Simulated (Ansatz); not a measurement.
Ansatz results at the PBE0-D4/def2-TZVP geometry: HOMO–LUMO gap (PBE/def2-TZVPP) 2.64 eV; HOMO energy (B3LYP/def2-TZVPP) -6.63 eV; HOMO–LUMO gap (B3LYP/def2-TZVPP) 4.16 eV.

Each molecule was computed in one conformer, which needn't be the lowest.

(1) Which molecule gave them?
A. `[NH2][Sn@@H]([GaH2])[Si@H](O)[SiH3]`
B. `C[SiH2]C(F)F`
C. `FC1C=C[SiH2]1`
D. `C=C(O)C(F)F`

## Answers

(1) A. The others give `FC1C=C[SiH2]1`: 4.88, -7.69, 6.80; `C=C(O)C(F)F`: 4.97, -7.13, 6.76; `C[SiH2]C(F)F`: 6.55, -8.26, 8.47.

B3LYP here is the variant with VWN-RPA as its local correlation; programs differ in this.
